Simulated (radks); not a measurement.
The numbers below are computed, except where a source is named.
Neutral iodine, configuration [Kr] 4d9.5 5s2 5p5.5 (fractional occupations, a model configuration). Code: a radial shooting solver on a logarithmic mesh with Libxc functionals. Model: scalar-relativistic Kohn-Sham, PBE, spin-polarised, spherical densities, finite nucleus; open shells are filled with parallel spins first (spin-orbit coupling, left out, can overturn this in heavy ions); Fermi nuclear charge, rms radius 4.75 fm.

Radial electron density D(r) = 4 pi r^2 rho(r):

```
   r/bohr * D(r) (the largest magnitude, 89, reaches the edge; | marks zero)
 0.001456 | *
 0.001941 |   *
 0.002589 |     *
 0.003453 |        *
 0.004569 |             *
 0.006094 |                   *
 0.008128 |                          *
  0.01084 |                                  *
  0.01446 |                                       *
  0.01929 |                                          *
  0.02572 |                                       *
  0.03431 |                                    *
  0.04576 |                                      *
  0.06103 |                                               *
   0.0814 |                                                      *
   0.1077 |                                                 *
   0.1436 |                                       *
   0.1916 |                                         *
   0.2555 |                                             *
   0.3408 |                               *
   0.4546 |               *
   0.6063 |               *
   0.8087 |               *
    1.079 |       *
    1.439 |   *
    1.903 |  *
    2.539 | *
    3.386 |*
    4.516 *
    6.023 *
    8.033 *
```

D(r) has 4 maxima, at r = 0.0191, 0.0840, 0.244, 0.695 bohr, and minima at 0.0372, 0.159, 0.508 bohr, inside which lie 1.99, 11.17, 28.92 electrons.
